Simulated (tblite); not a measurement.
Species: 1-butanesulfonyl chloride, C4H9ClO2S.
SMILES with atom numbers: `[CH3:1][CH2:2][CH2:3][CH2:4][S:5](=[O:6])(=[O:7])[Cl:8]` (hydrogens: H9, H10, H11 on C1; H12, H13 on C2; H14, H15 on C3; H16, H17 on C4)

Computed with GFN2-xTB (tblite), gas phase: L-BFGS steps from a force-field or distance-geometry start until the largest atomic force falls under 0.01 eV/Å.

Step 17: E = -791.6865 eV
```
atom  x, y, z in Å  |  force x, y, z in eV/Å
C1     -2.3514   -0.7152    0.0723    0.015  -0.042  -0.023
C2     -0.9814   -0.2862   -0.4505   -0.069  -0.001   0.013
C3     -0.2345    0.5211    0.6097   -0.034  -0.075   0.026
C4      1.1023    1.0515    0.1515   -0.038   0.045  -0.029
S5      2.1748   -0.3297   -0.2676    0.034  -0.067  -0.004
O6      2.4298   -1.1387    0.8774   -0.025  -0.003   0.048
O7      1.8140   -0.9714   -1.4879    0.010   0.033  -0.051
Cl8     3.8854    0.7183   -0.6550    0.057  -0.039  -0.001
H9     -2.2434   -1.5227    0.7927   -0.035   0.077   0.059
H10    -2.8614    0.1210    0.5519    0.017  -0.088  -0.061
H11    -2.9716   -1.0759   -0.7444    0.007   0.000   0.021
H12    -1.1163    0.3206   -1.3488    0.070   0.005   0.022
H13    -0.4067   -1.1743   -0.7188    0.003   0.116  -0.044
H14    -0.8612    1.3661    0.9123    0.029  -0.014   0.047
H15    -0.0617   -0.1072    1.4837   -0.041  -0.045   0.075
H16     1.6251    1.5676    0.9480    0.054   0.061   0.032
H17     1.0514    1.6672   -0.7366   -0.054   0.038  -0.128
```

Step 18: E = -791.6893 eV
```
atom  x, y, z in Å  |  force x, y, z in eV/Å
C1     -2.3513   -0.7155    0.0724    0.042  -0.031  -0.035
C2     -0.9825   -0.2832   -0.4485   -0.021   0.014   0.028
C3     -0.2343    0.5215    0.6143   -0.009  -0.072  -0.006
C4      1.1006    1.0530    0.1480   -0.037   0.009  -0.030
S5      2.1735   -0.3340   -0.2705   -0.035  -0.024   0.008
O6      2.4246   -1.1389    0.8791   -0.040  -0.006  -0.002
O7      1.8179   -0.9765   -1.4935    0.027   0.062   0.034
Cl8     3.8817    0.7158   -0.6486    0.090  -0.030  -0.018
H9     -2.2427   -1.5197    0.7958   -0.039   0.069   0.066
H10    -2.8651    0.1216    0.5452    0.006  -0.090  -0.053
H11    -2.9626   -1.0804   -0.7479   -0.035  -0.018   0.014
H12    -1.1198    0.3250   -1.3466    0.083  -0.002   0.053
H13    -0.4025   -1.1681   -0.7180   -0.022   0.117  -0.047
H14    -0.8603    1.3660    0.9225    0.045  -0.040   0.043
H15    -0.0542   -0.1110    1.4854   -0.060  -0.014   0.038
H16     1.6256    1.5699    0.9444    0.045   0.045  -0.020
H17     1.0445    1.6663   -0.7433   -0.042   0.011  -0.073
```

Step 19: E = -791.6918 eV
```
atom  x, y, z in Å  |  force x, y, z in eV/Å
C1     -2.3507   -0.7166    0.0718    0.043  -0.020  -0.035
C2     -0.9838   -0.2804   -0.4464    0.033   0.027   0.031
C3     -0.2344    0.5207    0.6183    0.023  -0.038  -0.016
C4      1.0986    1.0547    0.1448   -0.021  -0.020  -0.023
S5      2.1721   -0.3376   -0.2727   -0.072   0.035   0.019
O6      2.4197   -1.1390    0.8808   -0.053  -0.012  -0.042
O7      1.8216   -0.9797   -1.4983    0.033   0.073   0.092
Cl8     3.8806    0.7126   -0.6436    0.104  -0.027  -0.025
H9     -2.2432   -1.5158    0.7998   -0.032   0.044   0.068
H10    -2.8681    0.1204    0.5385   -0.014  -0.061  -0.036
H11    -2.9557   -1.0844   -0.7503   -0.064  -0.042  -0.001
H12    -1.1210    0.3287   -1.3440    0.077   0.012   0.063
H13    -0.3992   -1.1606   -0.7188   -0.025   0.080  -0.050
H14    -0.8586    1.3651    0.9318    0.047  -0.056   0.039
H15    -0.0494   -0.1146    1.4878   -0.064   0.008   0.002
H16     1.6267    1.5728    0.9409    0.019   0.021  -0.080
H17     1.0377    1.6656   -0.7503   -0.033  -0.024  -0.005
```

Problem. Estimate the geometry and energy of step 20. (The exact step hangs on the optimiser's Hessian estimate; all steps are aligned on step 19, rigid shifts and turns removed.)

Solution. E = -791.6947 eV, largest force 0.138 eV/Å
```
atom  x, y, z in Å  |  force x, y, z in eV/Å
C1     -2.3494   -0.7182    0.0705    0.019  -0.010  -0.026
C2     -0.9847   -0.2770   -0.4436    0.074   0.029   0.021
C3     -0.2340    0.5192    0.6226    0.050   0.009  -0.007
C4      1.0960    1.0563    0.1410    0.002  -0.038  -0.011
S5      2.1696   -0.3404   -0.2743   -0.065   0.093   0.029
O6      2.4133   -1.1392    0.8819   -0.066  -0.019  -0.062
O7      1.8260   -0.9820   -1.5025    0.021   0.071   0.116
Cl8     3.8813    0.7084   -0.6386    0.100  -0.028  -0.025
H9     -2.2444   -1.5105    0.8054   -0.016   0.012   0.059
H10    -2.8718    0.1178    0.5305   -0.037  -0.014  -0.019
H11    -2.9495   -1.0898   -0.7527   -0.074  -0.067  -0.011
H12    -1.1204    0.3330   -1.3401    0.056   0.043   0.056
H13    -0.3959   -1.1509   -0.7209   -0.011   0.013  -0.050
H14    -0.8558    1.3629    0.9427    0.037  -0.055   0.034
H15    -0.0456   -0.1184    1.4906   -0.054   0.019  -0.029
H16     1.6283    1.5765    0.9355   -0.009   0.000  -0.133
H17     1.0298    1.6643   -0.7581   -0.025  -0.057   0.058
```

The energy changes by -0.0029 eV. The first-order estimate −F·Δx gives -0.0038 eV and the mean of the old and new forces, exact on a quadratic surface, -0.0028 eV. The step makes an angle of 67° with the force vector and moves no atom by more than 0.011 Å.

The cost below is that of the whole relaxation. Time: 0.75 s of wall time. Hardware: Arm Neoverse V1, one thread, on a shared host.
